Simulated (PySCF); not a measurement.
PySCF job for ClH6NOSi2, SMILES O[Si@H](Cl)N[SiH3], IEF-PCM-ωB97X/def2-SVP. The structure is a stationary point at r2SCAN-D4/def2-SVP. The structure was generated by enumeration; whether it is a known compound was not checked. One conformer was computed; it need not be the lowest.

```python
import numpy as np
from pyscf import gto, scf, dft
from pyscf.solvent import pcm

mol = gto.M(
    atom='''
    O    -1.77462450   -0.89704960    1.30072957
    Si   -0.30546810   -0.19870931    1.01004456
    Cl   -0.51843033    1.68704703    0.15667721
    N     0.65450540   -1.05612174   -0.13444711
    Si    1.36376283   -0.50221515   -1.64258246
    H    -2.32192495   -1.09527979    0.53032684
    H     0.29537073   -0.05986193    2.35199455
    H     0.88522641   -2.01709242    0.11595773
    H     2.13535528   -1.66410696   -2.17594657
    H     2.28941417    0.65128111   -1.44983235
    H     0.32920570   -0.11254839   -2.64518924
    ''',
    basis='def2-SVP',
    charge=0,
    spin=0,
    max_memory=1600,
    verbose=3,
)
mf = dft.RKS(mol, xc='wb97x').density_fit(auxbasis='def2-universal-jkfit')
mf.grids.level = 3
mf.conv_tol = 1e-9
mf.max_cycle = 100
mf.kernel()
res = {}
for name, eps in {'water': 78.355, 'n-hexane': 1.8819, 'methanol': 32.613}.items():
    s = mf.PCM()
    s.with_solvent.method, s.with_solvent.eps, s.with_solvent.lebedev_order = 'IEF-PCM', eps, 29
    s.kernel(mf.make_rdm1())
    res[name] = (s.e_tot, eps, s.dip_moment(), s.mo_energy, s.converged)
    print(f'{name}: electrostatic solvation free energy {(s.e_tot - mf.e_tot) * 627.509474:.3f} kcal/mol')
```

Program output:

```
converged SCF energy = -1172.44233431072

WARN: PCM is an experimental feature. It is still in testing.
Features and APIs may be changed in the future.

converged SCF energy = -1172.45124557538
Dipole moment(X, Y, Z, Debye):  0.09033, -2.83280, -0.66570
water: electrostatic solvation free energy -5.592 kcal/mol

WARN: PCM is an experimental feature. It is still in testing.
Features and APIs may be changed in the future.

converged SCF energy = -1172.44544461115
Dipole moment(X, Y, Z, Debye):  0.09230, -2.38625, -0.61599
n-hexane: electrostatic solvation free energy -1.952 kcal/mol

WARN: PCM is an experimental feature. It is still in testing.
Features and APIs may be changed in the future.

converged SCF energy = -1172.45097398702
Dipole moment(X, Y, Z, Debye):  0.09130, -2.81037, -0.66273
methanol: electrostatic solvation free energy -5.421 kcal/mol
```

The run converged.

Cost: about 90 core-seconds (a rough figure).
